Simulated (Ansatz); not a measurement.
A nudged elastic band was laid between two geometries of F4GeH3N (9 atoms, charge 0, multiplicity 1).

All numbers below come from Ansatz 0.2.0, RKS PBE/def2-SVP.

* movable images: 7
* climbing image: yes
* spring: 5.0 eV/Å²
* optimiser: quadratic models (default)
* start path: through a guess of the saddle point
* force threshold: 0.05 eV/Å
* iteration limit: 60
* end points: relaxed

Initial state:

```xyz
9
Properties=species:S:1:pos:R:3
Ge -0.538 -0.752 -0.259
F 0.988 -1.607 -0.112
F -1.517 -2.118 -0.731
F -1.409 -0.348 1.210
F -0.809 0.223 -1.693
H 1.649 0.643 0.465
N 0.677 0.950 0.327
H 0.314 1.345 1.205
H 0.645 1.665 -0.411
```

Final state:

```xyz
9
Properties=species:S:1:pos:R:3
Ge -0.784 -0.266 -0.253
F 1.331 -1.389 0.910
F -0.400 -1.521 -1.372
F -1.471 -0.817 1.231
F -2.086 0.593 -1.028
H 1.448 -0.452 0.696
N 0.639 0.890 0.026
H 0.365 1.659 0.653
H 0.957 1.303 -0.863
```

Task: What changes between the two ends?

Result: Bonds broken: Ge1–F2, H6–N7. Bonds formed: F2–H6. F4GeH3N becomes F3GeH2N + FH.

Task: What energy profile does the band end with?

Result: The run converged. The highest image is number 6 of 0 to 8, 22.9 kcal/mol above the first end and 1.8 kcal/mol above the last; the last end lies 21.1 kcal/mol above the first. A vibrational analysis at the climbing image gives one clearly imaginary mode, 381i cm⁻¹: a first-order saddle point. The orbitals stay closed-shell, which can raise the energy where a bond breaks towards radicals; this wasn't checked here.

| image | path coordinate (Å) | energy (kcal/mol) | Ge1–F2 (Å) | H6–N7 (Å) | F2–H6 (Å) |
| --- | --- | --- | --- | --- | --- |
| 0 | 0.00 | 0.0 | 1.76 | 1.03 | 2.41 |
| 1 | 0.59 | 0.4 | 1.76 | 1.03 | 2.41 |
| 2 | 1.19 | 3.3 | 1.77 | 1.03 | 2.33 |
| 3 | 1.78 | 6.1 | 1.78 | 1.03 | 2.30 |
| 4 | 2.38 | 7.2 | 1.78 | 1.03 | 2.24 |
| 5 | 2.97 | 11.1 | 1.85 | 1.05 | 1.73 |
| 6 | 3.57 | 22.9 | 2.13 | 1.35 | 1.12 |
| 7 | 3.86 | 21.6 | 2.36 | 1.56 | 1.00 |
| 8 | 4.16 | 21.1 | 2.66 | 1.70 | 0.97 |

Task: What is the geometry of the highest image?

Result: 
```xyz
9
Properties=species:S:1:pos:R:3:forces:R:3
Ge -0.672 -0.424 -0.169 0.00 0.00 0.00
F 1.035 -1.278 0.779 0.00 0.01 0.00
F -0.403 -1.597 -1.415 0.00 0.00 0.00
F -1.532 -0.879 1.264 0.00 0.00 0.00
F -1.904 0.549 -0.948 0.00 0.00 0.00
H 1.295 -0.203 0.601 0.00 0.00 0.00
N 0.717 0.888 0.064 0.00 -0.01 0.00
H 0.417 1.674 0.657 0.00 0.00 0.00
H 1.047 1.270 -0.834 0.00 0.00 0.00
```

Task: What are the harmonic wavenumbers there?

Result: 381i, 90, 132, 206, 258, 261, 277, 283, 410, 639, 688, 707, 747, 770, 841, 1077, 1310, 1480, 1778, 3421, 3514 cm⁻¹.

Time of the run: 3.3 min on 2 threads of Intel(R) Xeon(R) Platinum 8175M CPU @ 2.50GHz (Skylake/Cascade Lake) (shared host), peak memory 0.19 GiB.
